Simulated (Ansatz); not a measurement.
Gas-phase electronic energies from Ansatz, PBE0-D4/def2-TZVP geometries. CCSD(T)/CBS is the MP2 limit (def2-TZVPP, def2-QZVPP) plus CCSD(T) − MP2 in def2-TZVPP, frozen cores. This one scheme is used for every species. DFT in def2-TZVPP. def2 core potentials past Kr. For Sn outer-core shells are correlated without core-valence functions, which leaves a few kJ/mol of doubt a bond. Each species was taken in one conformer, which may not be the lowest.

`F[CH](F)[SnH2][SH]` → `F[C]F` + `[SH][SnH3]`  (formal loss of a carbene)

CCSD(T)/CBS gives +2.36 eV.

(1) Another level gave +2.51 eV. Which?
A. HF/def2-TZVPP
B. r2SCAN-D4/def2-TZVPP
C. PBE0-D4/def2-TZVPP
D. CCSD(T)/def2-TZVPP

Largest T1 diagnostic among the species: 0.017.

Results:

(1) C. PBE0-D4 2.51, CCSD(T)/def2-TZVPP 2.25, r2SCAN-D4 2.46, HF/def2-TZVPP 1.85 eV.

In def2-TZVPP, CCSD(T) changes the Hartree–Fock value by +0.40 eV (the triples alone add +0.02 eV) and MP2 by +0.62 eV. From PBE to PBE0 (25 % exact exchange), in def2-TZVPP and without D4, ΔE moves by +0.06 eV.
